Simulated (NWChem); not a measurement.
# C₅H₇O, doublet; SMILES O=C1[CH]CCC1

```xyz
13

O     -0.0316     2.1604     0.0679
C     -0.0342     0.9270     0.0110
C     -1.1977     0.0561     0.0468
C     -0.8123    -1.3714    -0.1025
C      0.7115    -1.3880     0.2031
C      1.2036     0.0233    -0.1592
H     -2.2259     0.4435     0.1037
H     -1.4059    -2.0609     0.5363
H     -1.0114    -1.7091    -1.1515
H      0.8582    -1.5685     1.2881
H      1.2416    -2.1971    -0.3355
H      1.5264     0.0892    -1.2224
H      2.0488     0.3950     0.4522
```
Atoms are numbered in this order, from 1.

Computed with NWChem. Pople sets run with spherical d functions. Spin-unrestricted. Spin-contaminated determinants: UHF/6-31G* (<S²> = 0.90). Geometry: optimised at PBE-D3(BJ)/def2-SVP, spin-unrestricted. No stability test was run on the SCF state. Atomic charges in e: unrestrained fits to the electrostatic potential beside Mulliken populations; buried atoms are poorly determined by the fit.

Predict the results for UHF/6-31G*. Quantities: ESP O1; Mulliken O1; ESP C2; Mulliken C2; ESP C3; Mulliken C3; ESP C4; Mulliken C4; ESP C5; Mulliken C5; relative RMS misfit of the potential (%).

The ESP O1 is -0.50 and the Mulliken O1 is -0.51. The ESP C2 is 0.51 and the Mulliken C2 comes out as 0.48. The ESP C3 is -0.24 and the Mulliken C3 comes out as -0.20. The ESP C4 comes out as 0.12 and the Mulliken C4 is -0.37. The ESP C5 comes out as -0.04. The Mulliken C5 is -0.34 and the relative RMS misfit of the potential (%) is 22.
